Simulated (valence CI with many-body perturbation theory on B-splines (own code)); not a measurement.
Which ion has this spectrum?

A relativistic CI+MBPT calculation for an atom or ion with 15 electrons gives these levels (Ry):

```csv
J,Parity,E,g
3/2,odd,0.000,1.36
3/2,odd,14.260,1.45
3/2,even,14.555,0.78
5/2,odd,15.026,1.19
1/2,odd,15.994,0.65
5/2,even,18.785,1.21
5/2,even,24.993,1.46
3/2,even,26.916,1.15
1/2,even,26.958,2.09
5/2,even,28.686,0.96
3/2,even,28.866,0.91
1/2,even,28.875,0.21
7/2,even,29.466,1.04
3/2,odd,30.373,1.30
```

The energies are calculated, and their last digits are not significant.

(1) Which is it?
A. Er53+
B. Ho52+
C. Dy51+
D. Gd49+

Answers

(1) C. Dy51+, ground level (3s^2 3p1/2^2 3p3/2) J=3/2.
